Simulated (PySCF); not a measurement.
Isomers of CH3BN2. Isolated molecules, 0 K electronic values unless said otherwise. One relaxed conformer stands for each flexible species; it need not be the lowest. Strings in code marks are SMILES.

The T1 excitation (TDA) from two functionals at the same geometries (r2SCAN-D4/def2-TZVP), both in PySCF: PBE-D3(BJ)/def2-TZVP and r2SCAN-D4/def2-TZVP. Excitations are Tamm–Dancoff values on a coarser integration grid. The basis has no diffuse functions, so Rydberg states are missing or too high.

| species | PBE-D3(BJ)/def2-TZVP (eV) |
|---|---|
| `[H]/N=C\N=B` | 4.05 |
| `[H]/N=B/N=C` | 2.95 |
| `BNC#N` | 4.65 |
| `N=C=BN` | 0.93 |
| `N#CBN` | 4.81 |
| `N(=C=N)B` | 4.06 |

Task: What does r2SCAN-D4/def2-TZVP give for each?

Result: 
- `[H]/N=C\N=B`: 4.03
- `[H]/N=B/N=C`: 3.22
- `BNC#N`: 4.94
- `N=C=BN`: 0.97
- `N#CBN`: 4.92
- `N(=C=N)B`: 4.47
Over these rows, drawn at random from the members with no instability flagged (it was tested for open shells, ions and some series alone), PBE minus r2SCAN-D4: mean -0.18 eV, from -0.41 eV to +0.02 eV.
